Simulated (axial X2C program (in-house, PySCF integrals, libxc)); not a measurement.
# How long does LiNi take?

A bond scan computed with an axial X2C code built on PySCF integrals. Basis: Ni dyall-cv3z [9s9p6d3f2g], Li dyall-cv3z [7s8p2d] (cores contracted in-house).

The run was started with this input:
```json
{"zs": [28, 3], "q": 0, "bas": ["dyall-cv3z", "dyall-cv3z"], "levels": ["PBE0", "HF", "B97-3"], "cc": true, "r0": 2.43, "thr": -2.0, "nmax": 90, "npts": 10, "nst": 2, "ntry": 6}
```
```bash
python so2c.py task.json out
```

Keys: zs atomic numbers; q charge; bas basis sets; levels methods; cc coupled cluster on or off; r0 starting distance in Å; thr threshold in hartree for freezing inner shells (an s shell follows its p shell); nmax most natural virtual spinors; npts points on the curve; nst determinants followed; ntry starts of the search. HF also brings MP2.

Hardware: 1 thread of Arm Neoverse V1, on a shared host.

Wall time of one point of each curve, integrals apart:

| Hamiltonian | level | points | seconds a point |
| --- | --- | --- | --- |
| spin-free | PBE0 | 10 | 0.28 |
| spin-free | HF | 10 | 0.19 |
| spin-free | CCSD(T) (11 electrons, 90 virtuals) | 7 | 5.2 |
| spin-free | B97-3 | 10 | 0.27 |
| 2c | PBE0 | 10 | 0.33 |
| 2c | HF | 10 | 0.34 |
| 2c | CCSD(T) (11 electrons, 90 virtuals) | 7 | 5.4 |
| 2c | B97-3 | 10 | 0.33 |

The rest:

Search with its distance optimisation 24 s, atoms 29 s, whole task 150 s. Coupled cluster runs on the points near the minimum only. The program drops outer points, and coupled cluster, when its time limit (not in the input) nears; MP2, further determinants and curves that did not converge are not in the table.
